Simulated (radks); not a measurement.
Results of a calculation; reference values are marked as such.
Question: All-electron atom: Ag2+ in [Kr] 4d9 (the NIST ground configuration). Code: a radial shooting solver on a logarithmic mesh with Libxc functionals. Model: scalar-relativistic Kohn-Sham, LDA (Slater exchange, Perdew-Wang correlation), spin-polarised, spherical densities, finite nucleus; open shells are filled with parallel spins first (spin-orbit coupling, left out, can overturn this in heavy ions); Fermi nuclear charge, rms radius 4.5454 fm. Some entries of the table are withheld. Estimate them.

| orbital | occ. | eigenvalue (eV) | <1/r> (bohr^-1) | r(max) (bohr) |
|---|---|---|---|---|
| 1s up | 1 | -25320.55 | 49.38 | 0.02018 |
| 1s down | 1 | -25320.54 | 49.38 | 0.02018 |
| 2s up | 1 | -3748.605 | 11.22 | 0.1141 |
| 2s down | 1 | -3748.416 | 11.22 | 0.1141 |
| 2p up | 3 | -3367.077 | 10.84 | 0.09116 |
| 2p down | 3 | -3366.928 | 10.84 | 0.09115 |
| 3s up | 1 | -705.4030 | 3.938 | 0.3330 |
| 3s down | 1 | -705.2716 | 3.938 | 0.3330 |
| 3p up | 3 | -580.0782 | 3.754 | 0.3260 |
| 3p down | 3 | -579.9358 | 3.754 | 0.3261 |
| 3d up | 5 | -381.7858 | 3.529 | 0.2734 |
| 3d down | 5 | -381.5975 | 3.529 | 0.2735 |
| 4s up | 1 | -117.9839 | 1.521 | 0.8211 |
| 4s down | 1 | -117.2777 | 1.522 | 0.8207 |
| 4p up | 3 | -81.4503 | 1.368 | 0.8745 |
| 4p down | 3 | -80.7327 | 1.368 | 0.8741 |
| 4d up | 5 | -29.4714 | 1.025 | 1.025 |
| 4d down | 4 | -28.8026 | 1.022 | 1.025 |
| 5s up | 0 | -21.2670 | 0.5157 | (1) |
| 5s down | 0 | -20.9735 | 0.5116 | (2) |
| 5p up | 0 | -14.5710 | (3) | 2.613 |
| 5p down | 0 | -14.3782 | (4) | 2.633 |

Answer: 
(1) 5s up r(max) (bohr): 2.192
(2) 5s down r(max) (bohr): 2.203
(3) 5p up <1/r> (bohr^-1): 0.4234
(4) 5p down <1/r> (bohr^-1): 0.4192
